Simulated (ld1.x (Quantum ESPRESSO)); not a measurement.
Plane-wave convergence, TM potential for Si

ld1.x (Quantum ESPRESSO) 7.5 input, shortened:

```
&input
   title='Si', zed=14., rel=0, dft='PBE', iswitch=3,
   config='[Ne] 3s2 3p0.5 3d-2'
 /
 &inputp
   pseudotype=2, tm=.true., lloc=1,
   nlcc=.true.
 /
3
3S  1  0   2.00   0.00  1.55  1.55  0.0
3D  3  2  -2.00   0.05  1.70  1.70  0.0
3P  2  1   0.50   0.00  1.80  1.80  0.0
 &test
   configts(1)='3s2 3p0.5'
 /
```

The pseudo-atom Hamiltonian at the reference potential is diagonalised in spherical Bessel functions j_l(qr) that vanish at 20 bohr, with q² up to the cutoff. All-electron valence levels (Ry): 3s -1.7348, 3p -1.1732.

Task: How do the lowest levels (Ry) of each channel move with the cutoff, and are there ghosts?

Result:

```
cutoff (Ry)     s #1     s #2     d #1     p #1     f #1  Σ f·Δε (mRy)
          8  -1.6941  -0.5010  -0.4789  -1.1721  -0.1586          81.8
         12  -1.7263  -0.5104  -0.4901  -1.1724  -0.1586          17.4
         15  -1.7302  -0.5117  -0.4941  -1.1728  -0.1586           9.3
         21  -1.7311  -0.5121  -0.5025  -1.1731  -0.1586           7.3
         25  -1.7317  -0.5122  -0.5050  -1.1731  -0.1586           6.2
         35  -1.7340  -0.5129  -0.5094  -1.1731  -0.1586           1.5
         40  -1.7345  -0.5131  -0.5102  -1.1732  -0.1586           0.5
         50  -1.7346  -0.5131  -0.5106  -1.1732  -0.1586           0.3
        400  -1.7348  -0.5131  -0.5106  -1.1732  -0.1586           0.0
```

Result: no extra level below or beside the all-electron valence levels (s, d, p, f tested); 10 mRy is reached at 15 Ry and 1 mRy at 40 Ry.
